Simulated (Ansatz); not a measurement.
Basis sets compared for SnHMe2I (C₂H₇ISn). Total charge 0; singlet. Geometry r2SCAN-D4/def2-SVP. Ansatz on 4 threads of Intel Xeon on a shared host; times are rough, and most runs start from earlier orbitals.

```
atom    x (Å)    y (Å)    z (Å)
 Sn1  -0.0451  -0.6812  -0.3041
  H2  -0.1039  -2.3440   0.1261
  C3   1.8206   0.2407   0.2434
  H4   1.9467   0.2072   1.3362
  H5   1.8225   1.2872  -0.0927
  H6   2.6525  -0.2942  -0.2357
  C7  -1.7624   0.4081   0.3990
  H8  -2.6803  -0.0612   0.0186
  H9  -1.7094   1.4445   0.0369
 H10  -1.7806   0.4058   1.4995
 I11  -0.1606  -0.6130  -3.0272
```

In the def2 sets I, Sn take a core potential; there is no spin–orbit coupling.

Binding counts from free atoms (Sn triplet, H doublet, C triplet, I doublet) in the same basis, without a counterpoise term.

| level | functions | energy (Eh) | HOMO (eV) | LUMO (eV) | binding per atom (eV) | wall time |
| --- | --- | --- | --- | --- | --- | --- |
| PBE-D4/def2-SVP | 115 | -592.2676 | -5.94 | -1.53 | 3.40 | 4.9 s |
| PBE-D4/def2-TZVP | 204 | -592.3801 | -6.09 | -1.69 | 3.40 | 7.1 s |
| PBE0-D4/def2-SVP | 115 | -592.3272 | -7.10 | -0.72 | 3.38 | 11 s |
| PBE0-D4/def2-TZVP (with forces) | 204 | -592.4347 | -7.21 | -0.86 | 3.38 | 15 s |
| ωB97X-V/def2-TZVP | 204 | -592.4581 | -9.45 | 1.09 | 3.39 | 22 s |

Problem. Estimate the rows for PBE-D4/def2-TZVPD, PBE0-D4/def2-TZVPD, ωB97X-V/def2-TZVPD.

Solution. 
```
             level  functions  energy (Eh)  HOMO (eV)  LUMO (eV)  binding per atom (eV)  wall time
 PBE-D4/def2-TZVPD        252    -592.3809      -6.11      -1.75                   3.41       12 s
PBE0-D4/def2-TZVPD        252    -592.4355      -7.22      -0.94                   3.38       17 s
ωB97X-V/def2-TZVPD        252    -592.4589      -9.46       0.85                   3.39       38 s
```
